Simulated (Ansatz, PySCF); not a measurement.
Molecule: SnH3, net charge 1, singlet state. 
Coordinates optimised at B3LYP-D3(BJ)/def2-TZVP (Ansatz, a first-principles code):
```
Sn
H 1 1.6913
H 1 1.6913 2 120.00
H 1 1.6913 2 120.00 3 180.00
```
Charge +1, spin multiplicity 1.

Total electronic energies in hartree. Cores are frozen in the correlated levels unless marked. No spin-orbit coupling. The frozen core is the preceding noble-gas configuration, with the filled d and f shells of earlier blocks. In def2 rows, elements after Kr have scalar-relativistic effective core potentials. STO-3G rows are all-electron and non-relativistic. CBS marks a two-point X^-3 extrapolation of the correlation energy; Hartree-Fock from the larger set.

```csv
level,program,energy (Eh)
HF/STO-3G,Ansatz,-5964.83068
HF/def2-SVP,Ansatz,-214.77860
HF/def2-TZVPD,PySCF,-214.78741
HF/def2-TZVPP,Ansatz,-214.78795
RI-HF/def2-TZVPPD,Ansatz,-214.78807
SVWN5/def2-TZVPD,Ansatz,-215.38642
PBE-D4/def2-TZVPD,Ansatz + dftd4,-215.74958
TPSS-D3(BJ)/def2-TZVPD,PySCF + dftd3,-215.68249
r2SCAN-D3(BJ)/def2-TZVPD,Ansatz + dftd3,-215.83561
TPSSh/def2-TZVPD,PySCF,-215.69304
r2SCAN0-D4/def2-TZVPD,Ansatz + dftd4,-215.80808
PW6B95/def2-TZVPD,PySCF,-215.89374
HSE06-D4/def2-TZVPD,Ansatz + dftd4,-215.76090
HSE06/def2-TZVPD,Ansatz,-215.76021
B2PLYP-D4/def2-TZVPD,Ansatz + dftd4,___
RPA@PBE/def2-QZVPP,Ansatz,-214.99744
MP2/STO-3G,Ansatz,-5964.86447
RI-MP2/def2-QZVPPD,Ansatz,-214.88814
SCS-MP2/def2-SVPD,Ansatz,-214.86744
SCS-MP2/def2-TZVPPD,Ansatz,-214.89399
CCSD/def2-SVP,Ansatz,-214.87579
CCSDT/def2-SVP,Ansatz,-214.87767
"CCSD(T)/CBS(def2-TZVPPD,def2-QZVPPD)",Ansatz,-214.9152
```

Task: Fill in the missing entries.

Result: 
- B2PLYP-D4/def2-TZVPD, energy (Eh): -215.47697
